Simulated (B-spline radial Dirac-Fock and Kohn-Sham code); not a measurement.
## Te⁶⁺ 2p3/2: cross section and angular parameters

System: Te⁶⁺ in the configuration [Kr] 4d10; threshold 4417.2 eV (orbital energy of the model). Model: Dirac-Hartree-Slater photoionisation with a Latter tail; cross sections with all multipoles, angular parameters from the dipole term and its interference with E2. Program: a radial atomic solver.

For linearly polarised light dσ/dΩ = σ/(4π) [1 + β P₂(cos θ) + (δ + γ cos²θ) sin θ cos φ], with θ from the polarisation vector and φ the angle between the beam and the projection of the electron momentum on the plane normal to the polarisation.

```tsv
hν (eV)	σ (kb)	β	γ	δ
4510	107	1.001	-0.420	-0.021
6000	49.2	1.477	0.170	0.037
8800	16.4	1.480	0.944	0.063
10900	8.66	1.428	1.321	0.082
12000	?	?	?	?
12300	6.00	1.388	1.519	0.095
12700	5.44	1.377	1.570	0.099
```

Problem. Give the values at 12000 eV.

Solution. σ = 6.47 kb, β = 1.397, γ = 1.479, δ = 0.092.

Values without a named source are computed, but for edge energies of neutral atoms, which are taken from tables.
